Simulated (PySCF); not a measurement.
Isomers of C4H12GeO, mass 150.010 u with the commonest isotopes. Method used: PySCF 2.14.0, PBE0-D3(BJ)/def2-SVP geometry optimisation, gas phase. One conformer each, none proved a minimum here; rigid rotors.

**Question.** Order these by rotational constant A, smallest first.
A. `CC([O][GeH3])(C)C`
B. `[CH3:1][CH2:2][CH2:3][GeH2:4][O:5][CH3:6]` with C1–C2–C3–Ge4 -67°, C2–C3–Ge4–O5 -46°, C3–Ge4–O5–C6 177°
C. `[CH3:1][CH2:2][C@@H:3]([CH3:4])[O:5][GeH3:6]` with C1–C2–C3–C4 178°, C2–C3–O5–Ge6 157°
D. `[CH3:1][CH2:2][Ge@H:3]([CH3:4])[O:5][CH3:6]` with C1–C2–Ge3–C4 56°, C2–Ge3–O5–C6 -60°
E. `[CH3:1][CH2:2][O:3][GeH2:4][CH2:5][CH3:6]` with C1–C2–O3–Ge4 175°, C2–O3–Ge4–C5 -177°, O3–Ge4–C5–C6 175°

**Answer.** D (2477 MHz), B (3443 MHz), C (3793 MHz), A (4310 MHz), E (8139 MHz).

**Question.** Order these by radius of gyration √(Σ m r²/M), smallest first.
A. `[CH3:1][CH2:2][C@@H:3]([CH3:4])[O:5][GeH3:6]` with C1–C2–C3–C4 178°, C2–C3–O5–Ge6 157°
B. `CC(C)(C)[O][GeH3]`
C. `[CH3:1][CH2:2][O:3][GeH2:4][CH2:5][CH3:6]` with C1–C2–O3–Ge4 175°, C2–O3–Ge4–C5 -177°, O3–Ge4–C5–C6 175°
D. `[CH3:1][CH2:2][Ge@H:3]([CH3:4])[O:5][CH3:6]` with C1–C2–Ge3–C4 56°, C2–Ge3–O5–C6 -60°
E. `[CH3:1][CH2:2][CH2:3][GeH2:4][O:5][CH3:6]` with C1–C2–C3–Ge4 -67°, C2–C3–Ge4–O5 -46°, C3–Ge4–O5–C6 177°

**Answer.** D (1.620 Å), E (1.755 Å), B (1.791 Å), A (1.919 Å), C (1.951 Å).

**Question.** Order these by rotational constant B, smallest first.
A. `[CH3:1][CH2:2][C@@H:3]([CH3:4])[O:5][GeH3:6]` with C1–C2–C3–C4 178°, C2–C3–O5–Ge6 157°
B. `[CH3:1][CH2:2][CH2:3][GeH2:4][O:5][CH3:6]` with C1–C2–C3–Ge4 -67°, C2–C3–Ge4–O5 -46°, C3–Ge4–O5–C6 177°
C. `[CH3:1][CH2:2][Ge@H:3]([CH3:4])[O:5][CH3:6]` with C1–C2–Ge3–C4 56°, C2–Ge3–O5–C6 -60°
D. `CC(C)(C)[O][GeH3]`
E. `[CH3:1][CH2:2][O:3][GeH2:4][CH2:5][CH3:6]` with C1–C2–O3–Ge4 175°, C2–O3–Ge4–C5 -177°, O3–Ge4–C5–C6 175°

**Answer.** E (973.9 MHz), A (1163 MHz), D (1196 MHz), B (1433 MHz), C (2136 MHz).

```tsv
SMILES	point group	Ia (u·Å²)	Ib (u·Å²)	Ic (u·Å²)	κ	μa (D)	μb (D)	μc (D)
CC[C@@H](C)[O][GeH3]	C1	133.22	434.49	537.46	-0.84	0.35	0.53	0.85
CC[O][GeH2][CH2]C	near Cs	62.10	518.94	561.16	-0.98	0.74	0.43	0.07
CC[CH2][GeH2][O]C	C1	146.78	352.60	424.72	-0.78	0.23	0.59	0.38
CC(C)(C)[O][GeH3]	near Cs	117.25	422.58	422.68	-1.00	0.15	0.07	1.09
C[CH2][Ge@H]([CH3])[O]C	C1	204.00	236.57	346.35	0.33	1.03	0.50	0.76
```
